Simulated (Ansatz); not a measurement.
A nudged elastic band was laid between two geometries of Cl$_{2}$GaH$_{3}$S (7 atoms, charge 0, multiplicity 1).

These are results of RKS CAM-B3LYP-D4/def2-SVP in Ansatz, not measurements.

```json
{
  "movable images": "9",
  "climbing image": "yes",
  "spring": "5.0 eV/Å²",
  "optimiser": "quadratic models (default)",
  "start path": "through a guess of the saddle point",
  "force threshold": "0.03 eV/Å",
  "iteration limit": "60",
  "end points": "relaxed"
}
```

Image 0:

```xyz
7
Properties=species:S:1:pos:R:3
Ga 0.036 0.132 0.231
H 0.477 1.075 1.376
Cl 1.378 -0.334 -1.408
Cl -2.057 -0.015 -0.325
S 0.166 -2.244 1.330
H 0.625 -2.778 0.178
H -1.126 -2.501 1.032
```

Image 10:

```xyz
7
Properties=species:S:1:pos:R:3
Ga 0.065 -0.900 -0.495
H -0.205 0.459 1.948
Cl 1.547 0.518 -1.059
Cl -1.981 -0.403 -0.834
S 0.646 -2.852 0.280
H -0.633 -3.269 0.395
H 0.061 -0.219 2.178
```

Problem. Which bonds break or form, and what moves?

Solution. Bonds broken: Ga1–H2, S5–H7. Bonds formed: H2–H7. Cl2GaH3S becomes Cl2GaHS + H2.

Problem. What energy profile does the band end with?

Solution. The forces met the threshold. The highest image is number 7 of 0 to 10, 1.30 eV above the first end and 1.29 eV above the last; the last end lies 0.01 eV above the first. A vibrational analysis at the climbing image gives one clearly imaginary mode, 1321i cm⁻¹: a first-order saddle point. The orbitals stay closed-shell, which can raise the energy where a bond breaks towards radicals; this wasn't checked here.

| image | path coordinate (Å) | energy (eV) | Ga1–H2 (Å) | S5–H7 (Å) | H2–H7 (Å) |
| --- | --- | --- | --- | --- | --- |
| 0 | 0.00 | 0.00 | 1.55 | 1.35 | 3.93 |
| 1 | 0.66 | 0.02 | 1.55 | 1.35 | 3.75 |
| 2 | 1.32 | 0.03 | 1.55 | 1.35 | 3.53 |
| 3 | 1.98 | 0.04 | 1.55 | 1.35 | 3.30 |
| 4 | 2.64 | 0.06 | 1.55 | 1.35 | 3.10 |
| 5 | 3.30 | 0.10 | 1.55 | 1.35 | 2.67 |
| 6 | 3.96 | 0.42 | 1.57 | 1.36 | 1.86 |
| 7 | 4.62 | 1.30 | 1.73 | 1.68 | 1.09 |
| 8 | 5.20 | 0.41 | 2.11 | 2.27 | 0.79 |
| 9 | 5.78 | 0.05 | 2.54 | 2.83 | 0.77 |
| 10 | 6.36 | 0.01 | 2.81 | 3.30 | 0.76 |

Problem. What is the geometry of the highest image?

Solution. 
```xyz
7
Properties=species:S:1:pos:R:3
Ga -0.041 -0.373 -0.153
H -0.059 -0.043 1.547
Cl 1.592 0.622 -1.099
Cl -2.029 -0.344 -0.941
S 0.554 -2.513 0.721
H -0.734 -2.918 0.778
H 0.216 -1.097 1.561
```

Problem. What are the harmonic wavenumbers there?

Solution. 1321i, 93, 119, 160, 283, 336, 404, 466, 598, 611, 954, 1237, 1466, 1677, 2709 cm⁻¹.

Run time: 3.5 min on 4 threads of Arm Neoverse V2, with other jobs on the host, peak memory 0.3 GiB.
